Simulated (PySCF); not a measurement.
thallium atom (Tl), doublet (core potentials on Tl); BP86/def2-SV(P) in PySCF.

PySCF was given this input:
```python
from pyscf import gto, scf, dft

mol = gto.M(
    atom='''
Tl    0.000000    0.000000    0.000000
''',
    basis='def2-sv(p)',
    ecp={'Tl': 'def2-sv(p)'},
    charge=0,
    spin=1,
    verbose=4,
)

mf = dft.UKS(mol)
mf.xc = 'bp86'
mf.kernel()
mf.analyze()
```

**Question.** What does PySCF print? Leave out banner, timings and long lists.

**Answer.** 
```
PySCF version 2.14.0

[INPUT] verbose = 4
[INPUT] num. atoms = 1
[INPUT] num. electrons = 21
[INPUT] charge = 0
[INPUT] spin (= nelec alpha-beta = 2S) = 1
[INPUT] symmetry False subgroup None
[INPUT] Mole.unit = angstrom
[INPUT] Symbol           X                Y                Z      unit          X                Y                Z       unit  Magmom
[...]
nuclear repulsion = 0
number of shells = 10
number of NR pGTOs = 61
number of NR cGTOs = 26
basis = def2-sv(p)
ecp = {'Tl': 'def2-sv(p)'}

******** <class 'pyscf.dft.uks.UKS'> ********
method = UKS
initial guess = minao
damping factor = 0
level_shift factor = 0
DIIS = <class 'pyscf.scf.diis.CDIIS'>
diis_start_cycle = 1
diis_space = 8
diis_damp = 0
SCF conv_tol = 1e-09
SCF conv_tol_grad = None
SCF max_cycles = 50
direct_scf = True
direct_scf_tol = 1e-13
number electrons alpha = 11  beta = 10
XC library pyscf.dft.libxc version 7.1.2
    S. Lehtola, C. Steigemann, M. J. T. Oliveira, and M. A. L. Marques,  SoftwareX 7, 1–5 (2018)
XC functionals = bp86
    A. D. Becke,  Phys. Rev. A 38, 3098 (1988)
    J. P. Perdew,  Phys. Rev. B 33, 8822 (1986)
    J. P. Perdew,  Phys. Rev. B 34, 7406–7406 (1986)
radial grids:
    Treutler-Ahlrichs [JCP 102, 346 (1995); DOI:10.1063/1.469408] (M4) radial grids

becke partition: Becke, JCP 88, 2547 (1988); DOI:10.1063/1.454033
pruning grids: <function nwchem_prune>
grids dens level: 3
symmetrized grids: False
atomic radii adjust function: <function treutler_atomic_radii_adjust>
small_rho_cutoff = 0
Set gradient conv threshold to 3.16228e-05
tot grids = 22928
init E= -151.124393246821

cycle= 1 E= -172.214953582705  delta_E= -21.1  |g|= 0.913  |ddm|= 8.57
cycle= 2 E= -172.19462098922  delta_E= 0.0203  |g|= 1.02  |ddm|= 3.51
cycle= 3 E= -172.643700880342  delta_E= -0.449  |g|= 0.0363  |ddm|= 1.46
cycle= 4 E= -172.644818551047  delta_E= -0.00112  |g|= 0.0066  |ddm|= 0.137
cycle= 5 E= -172.64484777315  delta_E= -2.92e-05  |g|= 0.000154  |ddm|= 0.0196
cycle= 6 E= -172.644847797856  delta_E= -2.47e-08  |g|= 1.38e-05  |ddm|= 0.000689
cycle= 7 E= -172.644847800023  delta_E= -2.17e-09  |g|= 1.18e-05  |ddm|= 0.000359
cycle= 8 E= -172.644847802843  delta_E= -2.82e-09  |g|= 1.18e-05  |ddm|= 0.000473
cycle= 9 E= -172.64484775674  delta_E= 4.61e-08  |g|= 1.23e-05  |ddm|= 0.00776
cycle= 10 E= -172.644847796254  delta_E= -3.95e-08  |g|= 1.26e-05  |ddm|= 0.00666
cycle= 11 E= -172.644847658214  delta_E= 1.38e-07  |g|= 2.16e-05  |ddm|= 0.0276
[...]
cycle= 41 E= -172.644847643011  delta_E= -6.85e-09  |g|= 1.8e-05  |ddm|= 0.00502
cycle= 42 E= -172.64484765707  delta_E= -1.41e-08  |g|= 1.64e-05  |ddm|= 0.0105
cycle= 43 E= -172.644847710894  delta_E= -5.38e-08  |g|= 7.91e-05  |ddm|= 0.0379
cycle= 44 E= -172.644847721156  delta_E= -1.03e-08  |g|= 8.07e-05  |ddm|= 0.00668
cycle= 45 E= -172.644847693862  delta_E= 2.73e-08  |g|= 3.35e-05  |ddm|= 0.0197
cycle= 46 E= -172.644847678824  delta_E= 1.5e-08  |g|= 4.76e-05  |ddm|= 0.00789
cycle= 47 E= -172.644847718403  delta_E= -3.96e-08  |g|= 0.000164  |ddm|= 0.0601
cycle= 48 E= -172.644847743432  delta_E= -2.5e-08  |g|= 7.45e-05  |ddm|= 0.0128
cycle= 49 E= -172.644847731932  delta_E= 1.15e-08  |g|= 0.000136  |ddm|= 0.0128
cycle= 50 E= -172.644847666683  delta_E= 6.52e-08  |g|= 3.08e-05  |ddm|= 0.0698
SCF not converged.
SCF energy = -172.644847666683 after 50 cycles  <S^2> = 0.75105483  2S+1 = 2.0010546
**** SCF Summaries ****
Total Energy =                        -172.644847666682665
Nuclear Repulsion Energy =               0.000000000000000
One-electron Energy =                 -301.416811723670889
Two-electron Energy =                  128.771964056988224
Two-electron Coulomb Energy =          143.835361825249663
DFT Exchange-Correlation Energy =      -15.063397768261442
**** MO energy ****
                             alpha | beta                alpha | beta
[...]
spin_pop of  0 Tl 5s       -0.00003
spin_pop of  0 Tl 6s        0.00142
spin_pop of  0 Tl 7s       -0.00147
spin_pop of  0 Tl 8s        0.00058
spin_pop of  0 Tl 5px       0.00026
spin_pop of  0 Tl 5py       0.00014
spin_pop of  0 Tl 5pz       0.00004
spin_pop of  0 Tl 6px       0.01972
spin_pop of  0 Tl 6py       0.01033
spin_pop of  0 Tl 6pz       0.00315
spin_pop of  0 Tl 7px       0.00804
spin_pop of  0 Tl 7py       0.00427
spin_pop of  0 Tl 7pz       0.00139
spin_pop of  0 Tl 8px       0.56313
spin_pop of  0 Tl 8py       0.29670
spin_pop of  0 Tl 8pz       0.09282
spin_pop of  0 Tl 5dxy     -0.00362
spin_pop of  0 Tl 5dyz     -0.00493
spin_pop of  0 Tl 5dz^2    -0.00613
spin_pop of  0 Tl 5dxz     -0.00561
spin_pop of  0 Tl 5dx2-y2   -0.00344
spin_pop of  0 Tl 6dxy      0.00356
spin_pop of  0 Tl 6dyz      0.00484
spin_pop of  0 Tl 6dz^2     0.00610
spin_pop of  0 Tl 6dxz      0.00534
spin_pop of  0 Tl 6dx2-y2    0.00340
In total            11.00000 | 10.00000
Dipole moment(X, Y, Z, Debye):  0.00001, -0.00001, -0.00000
```

Convergence was not reached.
